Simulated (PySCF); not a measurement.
PySCF input (M06-2X/6-31G* (5d)):

```python
from pyscf import gto, dft

mol = gto.M(
    atom='''
    Mg   -0.00000000   -0.00000000   -0.73115577
    F     0.00000000    0.00000000    0.97487436
    ''',
    basis='6-31g*',
    charge=0,
    spin=1,
    symmetry='C2v',
    verbose=4,
)

mf = dft.UKS(mol, xc='m062x')
mf.grids.level = 4
mf.conv_tol = 1e-9
mf.max_cycle = 100
mf.max_memory = 1500
mf.kernel()
if not mf.converged:
    mf = mf.newton()
    mf.kernel(mf.make_rdm1())
mf.dip_moment()
```

Question: Predict the final energy.

Answer: -299.87542 Eh.
